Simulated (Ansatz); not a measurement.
Cartesian coordinates in Å:
```
C 0.752 1.383 -0.108
C 0.065 0.084 0.256
Si -1.018 -0.688 -1.041
Al 0.673 -1.133 1.618
S -0.954 0.193 1.897
H 0.029 2.165 -0.365
H 1.369 1.771 0.707
H 1.400 1.234 -0.978
H -2.266 0.088 -1.288
H -1.396 -2.061 -0.596
H -0.274 -0.812 -2.329
H 1.618 -2.225 2.229
```

Total charge 0; spin multiplicity 1.

Problem. List the B3LYP/def2-TZVPP orbital energies in eV (Ansatz). (Best estimate.)

Solution. The calculation gave: Occupied: -2417.38, -1798.69, -1525.03, -277.29, -276.90, -215.37, -159.92, -159.81, -159.75, -143.23, -113.04, -98.55, -98.54, -98.53, -73.77, -73.63, -73.54, -21.33, -18.96, -15.82, -13.69, -12.04, -11.59, -11.10, -10.54, -9.49, -9.30, -9.02, -8.10, -6.89, -6.40. Lowest empty: -1.65, -1.05, -0.32, 0.36, 0.99, 1.23, 1.46, 1.76.

B3LYP here is the variant with VWN-RPA as its local correlation; programs differ in this.
